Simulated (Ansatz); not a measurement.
Mulliken charges of C2H6ClSc, SMILES `[CH3][Sc]([CH3])[Cl]` from B3LYP/def2-TZVPP in Ansatz (PBE0-D4/def2-TZVP geometry).

```tsv
atom	x (Å)	y (Å)	z (Å)	charge (e)
C1	-0.973	1.517	-0.429	-0.555
Sc2	-0.292	-0.533	-0.559	0.834
C3	1.219	-1.103	0.881	-0.555
Cl4	-1.145	-2.030	-2.106	-0.296
H5	-2.006	1.655	-0.771	0.100
H6	-0.906	1.900	0.598	0.093
H7	-0.346	2.175	-1.048	0.092
H8	1.354	-0.337	1.655	0.094
H9	0.984	-2.048	1.386	0.098
H10	2.195	-1.247	0.396	0.094
```

**Question.** By hand: the dipole of these point charges (1 e Å = 4.8032 D).

**Answer.** Σ q r = (0.072, 0.119, 0.117) e Å, of length 0.182 e Å = 0.87 D.

**Question.** How does the dipole of the full density compare? (An estimate is asked.)

**Answer.** The calculation gave: (0.144, 0.236, 0.227) e Å, 1.72 D; the point charges give 0.51 times that, at 1° from its direction.

Point charges leave out the atoms' own dipoles, such as those of lone pairs, and Mulliken's split depends on the basis, so the two needn't agree.

B3LYP here is the variant with VWN-RPA as its local correlation; programs differ in this.
